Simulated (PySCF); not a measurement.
Polarisability as a sum over states

Species: C5H3ClO2.
Structure used (GFN2-xTB), in Å, numbered top down from 1:
```
atom  x, y, z in Å
O1    -1.1235    2.1635   -0.3605
C2    -0.5404    1.1281   -0.1785
C3     0.8936    0.9668    0.1229
C4     1.2049   -0.3323    0.2608
Cl5    2.7169   -1.0101    0.6065
C6     0.0020   -1.2053    0.0672
O7    -0.0256   -2.4013    0.1279
C8    -1.1470   -0.2654   -0.2176
H9     1.5601    1.8061    0.2094
H10   -1.9387   -0.3734    0.5259
H11   -1.5968   -0.4741   -1.1899
```

Level of theory: PySCF, TDDFT CAM-B3LYP/def2-SVPD, vertical, gas phase, core orbitals frozen in the response.

Excitation energies and transition dipoles (atomic units, axes of the coordinates) of those of the lowest 8 singlets that add 0.02 au or more to the mean polarisability:

| state | ΔE (hartree) | μx | μy | μz |
| --- | --- | --- | --- | --- |
| S3 | 0.1933 | 0.710 | -1.322 | 0.221 |
| S6 | 0.2373 | 0.018 | -0.004 | -0.088 |
| S7 | 0.2635 | -0.391 | -0.798 | -0.034 |
| S8 | 0.2639 | -0.783 | 0.521 | -0.190 |

Task: What does each state add to αxx, αyy and αzz, and how do the sums compare with the full static tensor?

Result: Each state adds 2 μα² / ΔE.

```
        state  αxx (au)  αyy (au)  αzz (au)
           S3      5.21     18.08      0.50
           S6      0.00      0.00      0.06
           S7      1.16      4.84      0.01
           S8      4.65      2.06      0.27
 all 8 states      11.0      25.0       0.9
full response      86.8      95.0      49.6
    share (%)        13        26         2
```

The rest comes from the higher roots of the same response equations.

Task: Give the full tensor and its principal values.

Result: In au, rows and columns x, y, z:
```
x    86.8 -14.6   8.8
y   -14.6  95.0  -5.7
z     8.8  -5.7  49.6
```
Principal values 47.5, 76.1 and 107.7 au; mean 77.1 au (11.43 Å³).

Task: By how much does the contribution of these states grow at 632.8 nm?

Result: With ω = 0.0720 hartree each state's term in the mean polarisability goes from f / ΔE² to f / (ΔE² − ω²), f = (2/3) ΔE |μ|²; the sum over all 8 states goes from 12.29 to 13.92 au, a rise of 1.63 au.

A one-level model with all 42 active electrons at a single energy would need ΔE = √(N/α) = 20.1 eV to give this α, against S1 at 3.36 eV.
